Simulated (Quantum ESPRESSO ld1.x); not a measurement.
Values are calculated unless marked as measured or tabulated.
All-electron atom: Pt22+ in [Kr] 4d10 4f10.

Level of theory: scalar-relativistic Kohn-Sham, BLYP, spin-unpolarised, spherical densities, point nucleus (ld1.x of Quantum ESPRESSO 7.5).

Energy parts (hartree):
part                      energy
total                 -18214.754
kinetic                20341.104
electron-nucleus      -44005.389
Hartree                 5781.772
exchange-correlation    -332.240

Orbitals (lengths in bohr, moments of r in powers of bohr; <r^-3> diverges for s and p1/2):
| orbital | occ. | eigenvalue (hartree) | <r^-3> | <r^2> |
|---|---|---|---|---|
| 1s | 2 | -2905.33 | - | 0.0004058 |
| 2s | 2 | -528.737 | - | 0.006197 |
| 2p | 6 | -461.166 | 24260 | 0.005200 |
| 3s | 2 | -141.042 | - | 0.03993 |
| 3p | 6 | -121.360 | 5535 | 0.04093 |
| 3d | 10 | -100.071 | 692.5 | 0.03387 |
| 4s | 2 | -46.7083 | - | 0.1875 |
| 4p | 6 | -40.1063 | 1397 | 0.2104 |
| 4d | 10 | -32.1323 | 157.6 | 0.2298 |
| 4f | 10 | -23.2890 | 33.43 | 0.2371 |

The highest occupied level is 4f at -633.73 eV. For comparison, the ionisation energy in NIST's Atomic Spectra Database is 660 eV (theoretical). In exact Kohn-Sham theory the highest level is minus the ionisation energy, but local and semilocal functionals leave it too shallow, through self-interaction and a potential that decays too fast; potentials with the right tail come closer.

Beside tabulated values, note that spin-unpolarised runs miss the spin-polarisation part of the exchange energy of open shells.
